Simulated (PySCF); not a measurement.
Te(Br)(OH) (BrHOTe), SMILES [Te](O)Br. Heavy atoms are numbered as in [Te:1]([Br:2])[OH:3]. Hydrogens are named by the atom that carries them.

Coordinates come from a PBE0-D3(BJ)/def2-TZVP optimisation. The def2 effective core potentials stand for the cores of Te; spin–orbit coupling is left out. The values are those of a single conformer.

The numbers are results of PBE0/def2-TZVPD run with PySCF, not measurements.

Mulliken values depend strongly on the basis, most of all with diffuse functions as here. ESP charges are fitted to the potential on shells at 1.4 to 2.0 van der Waals radii. Atomic charges (e), one atom of each kind:

| atom | ESP fit | Mulliken |
|---|---|---|
| Te1 | (withheld) | 0.42 |
| Br2 | (withheld) | -0.19 |
| O3 (OH) | (withheld) | -0.59 |
| H on O3 | (withheld) | 0.35 |

### Question
Some entries are withheld; supply them. (An estimate is asked for; the answer gives what the named calculation found.)

### Answer

- Te1, ESP fit: 0.22
- Br2, ESP fit: -0.13
- O3 (OH), ESP fit: -0.44
- H on O3, ESP fit: 0.35
